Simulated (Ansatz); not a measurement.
Stepwise reaction of `C[O][SnH]([F])[O]C` with hydrogen, as a gas-phase model of exchange steps in deposition or etching. ΔE in kJ/mol.

Calculated with Ansatz (gas phase, PBE0-D4/def2-TZVP geometries, no zero-point term in ΔE). CCSD(T)/CBS adds triple-zeta CCSD(T) − MP2 to the extrapolated MP2 energy (def2 sets, frozen cores). This one scheme is used for every species. Functionals use def2-TZVPP. B3LYP here is the variant with VWN-RPA as its local correlation; programs differ in this. def2 core potentials past Kr. For Sn outer-core shells are correlated without core-valence functions, which leaves a few kJ/mol of doubt a bond. One conformer a species, not always the lowest.

```json
{"step": "2", "reaction": "`C[O][SnH2][F]` + H₂ → `[F][SnH3]` + CH₃OH", "PBE-D4": "7.1", "B3LYP-D4": "7.6", "ωB97M-V": "3.3", "CCSD(T)/CBS": "13.0"}
```

(1) Give the row of step 1, `C[O][SnH]([F])[O]C` + H₂ → `C[O][SnH2][F]` + CH₃OH. (Estimate.)

(2) By hand: ΔE of the 2 steps together at CCSD(T)/CBS.

## Answers

(1) The calculation gave: 
| step | reaction | PBE-D4 | B3LYP-D4 | ωB97M-V | CCSD(T)/CBS |
| --- | --- | --- | --- | --- | --- |
| 1 | `C[O][SnH]([F])[O]C` + H₂ → `C[O][SnH2][F]` + CH₃OH | 5.1 | 6.6 | 2.8 | 12.3 |

(2) (12.3) + (13.0) = 25.3 kJ/mol, or 12.7 kJ/mol a step.

In ΔE the steps differ by no more than 0.7 kJ/mol. All are uphill at CCSD(T)/CBS. PBE-D4 differs from CCSD(T)/CBS by -7.2 to -5.9 kJ/mol a step. Isolated molecules leave out the surface, adducts and barriers. Largest T1 diagnostic: 0.014.
